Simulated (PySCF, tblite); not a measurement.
Compound: C4H3F3N2S.
SMILES: `CC1=C(C(F)(F)F)SN=N1`

Computed, not measured: PBE0/def2-SVPD in PySCF (dipole) on a GFN2-xTB geometry, gas phase.

Masses are those of the commonest isotopes; rigid-rotor values at the optimised geometry. 

Task: What are A, B and C (GHz)?

Result: Ia = 280.97, Ib = 478.94, Ic = 669.13 u·Å²; 505379 MHz·u·Å²/I gives 1799, 1055 and 755.3 MHz, that is A = 1.7987, B = 1.0552, C = 0.7553 GHz.

Task: Classify the top.

Result: An asymmetric top; Ray's κ = -0.425.

Task: Is it planar, by Δ = Ic − Ia − Ib?

Result: Not planar: Δ = Ic − Ia − Ib = -90.78 u·Å². For a rigid frame Δ = −2 Σ m c², so Σ m c² = 45.39 u·Å² lies off the ab plane: 1.56 from hydrogen and 43.83 from heavier atoms. The atom farthest from that plane is 1.09 Å away.

Task: Give the other two planar moments, Paa and Pbb, and the rms extents of the mass along the axes.

Result: Paa = Σ m a² = (Ib + Ic − Ia)/2 = 433.55 and Pbb = Σ m b² = (Ia + Ic − Ib)/2 = 235.58 u·Å². With the mass M = 168.00 u, the rms extents √(P/M) along a, b and c are 1.61, 1.18, 0.52 Å.

Task: List the rotational levels J(Ka,Kc) to J = 3 (cm⁻¹).

Result: Above 0(0,0):
J = 1: 1(0,1) 0.0604, 1(1,1) 0.0852, 1(1,0) 0.0952
J = 2: 2(0,2) 0.1787, 2(1,2) 0.1960, 2(1,1) 0.2260, 2(2,1) 0.3004, 2(2,0) 0.3028
J = 3: 3(0,3) 0.3509, 3(1,3) 0.3607, 3(1,2) 0.4204, 3(2,2) 0.4816, 3(2,1) 0.4930, 3(3,1) 0.6320, 3(3,0) 0.6323
The levels of one J sum to (2J + 1)J(J + 1)(A + B + C)/3.

Task: Which types of transition are allowed, and where do some lines up to J = 4 fall?

Result: The dipole components are |μa| = 0.94 D, |μb| = 0.62 D, |μc| = 0.05 D. The squared components, which scale the intensities, stand as 1.00 : 0.44 : 0.00 (a : b : c). Some lines, for components of 0.1 D or more:

| type | branch | J(Ka,Kc) | MHz | lower level (cm⁻¹) |
| --- | --- | --- | --- | --- |
| b | Q | 2(1,1) ← 2(0,2) | 1417 | 0.179 |
| a | R | 1(0,1) ← 0(0,0) | 1810 | 0.000 |
| b | Q | 4(1,3) ← 4(0,4) | 3063 | 0.574 |
| b | Q | 2(2,1) ← 2(1,2) | 3130 | 0.196 |
| b | R | 4(2,2) ← 3(3,1) | 3584 | 0.632 |
| b | Q | 3(2,2) ← 3(1,3) | 3622 | 0.361 |
| b | R | 2(1,2) ← 1(0,1) | 4065 | 0.060 |
| b | R | 3(0,3) ← 2(1,2) | 4643 | 0.196 |
| b | Q | 4(4,0) ← 4(3,1) | 6073 | 0.880 |
| b | R | 2(2,1) ← 1(1,0) | 6151 | 0.095 |
| b | R | 4(0,4) ← 3(1,3) | 6379 | 0.361 |
| a | R | 4(1,4) ← 3(1,3) | 6523 | 0.361 |
| a | R | 4(0,4) ← 3(0,3) | 6675 | 0.351 |
| b | R | 3(2,2) ← 2(1,1) | 7662 | 0.226 |
| b | R | 3(2,1) ← 2(1,2) | 8906 | 0.196 |
| b | R | 3(3,1) ← 2(2,0) | 9866 | 0.303 |
| b | R | 4(4,0) ← 3(3,1) | 13514 | 0.632 |

Its GFN2-xTB frequencies are all real (lowest 24 cm⁻¹). These are rigid-rotor constants of the computed structure; measured ground-state constants (B0) also hold zero-point vibration. A rigid rotor knows nothing of internal rotation, which can split or shift real lines. Quadrupole hyperfine structure (14N) is left out.

The values belong to the conformer `[CH3:1][c:2]1[n:3][n:4][s:5][c:6]1[C:7]([F:8])([F:9])[F:10]`: S5–C6–C7–F8 -1°.
